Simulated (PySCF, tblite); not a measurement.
Give a GFN2-xTB geometry of `[SiH3]P1CCOCC1`.

```
atom  x, y, z in Å
Si1    2.6054    0.7733   -0.1949
P2     0.7745    0.2342    0.9782
C3     0.2806   -1.3402    0.1072
C4    -1.2117   -1.5840    0.3348
O5    -2.0285   -0.6036   -0.2575
C6    -1.8807    0.6684    0.3252
C7    -0.4968    1.2769    0.0961
H8     2.4112    0.7098   -1.6483
H9     3.6559   -0.1687    0.1852
H10    2.9706    2.1386    0.1766
H11    0.8553   -2.1705    0.5227
H12    0.4777   -1.2717   -0.9658
H13   -1.4139   -1.6355    1.4172
H14   -1.5157   -2.5279   -0.1265
H15   -2.6500    1.2893   -0.1427
H16   -2.0808    0.6097    1.4075
H17   -0.2920    1.3186   -0.9768
H18   -0.4698    2.2896    0.5035
```

Any rigid rotation of these coordinates is as good. Atoms count from 1 in this order. Of the pairs four or more bonds apart, H13···H16 is among the closest relative to their van der Waals radii: 2.34 Å, 98 % of the sum of Bondi's values. Si1 (SiH3 silicon) is distorted tetrahedral (angles from 107.2° to 113.6°). The 6-membered ring P2–C3–C4–O5–C6–C7 has internal angles of 94.0° to 113.2°; it is puckered, 0.28 Å rms from its mean plane, widest ring torsion 66°. P2 (three-coordinate phosphorus) is pyramidal (angles 100.1°, 100.1° and 94.0°, sum 294.2°, 0.97 Å off the plane of its three neighbours).

Bonds between heavy atoms (Å): Si1–P2 2.240, P2–C3 1.866, C3–C4 1.529, C4–O5 1.407, O5–C6 1.407, C6–C7 1.529, P2–C7 1.866.

Computed geometry: GFN2-xTB, gas phase.

Point group: Cs (tolerance 0.08 Å). Its GFN2-xTB frequencies are all real (lowest 62 cm⁻¹). One conformer, not necessarily the lowest (Si1–P2–C3–C4 -157°, P2–C3–C4–O5 65°, C3–C4–O5–C6 -66°, C4–O5–C6–C7 66°). 2 starts were optimised and ended at 0.00 and 0.89 kcal/mol (GFN2-xTB); the lowest of these is shown.
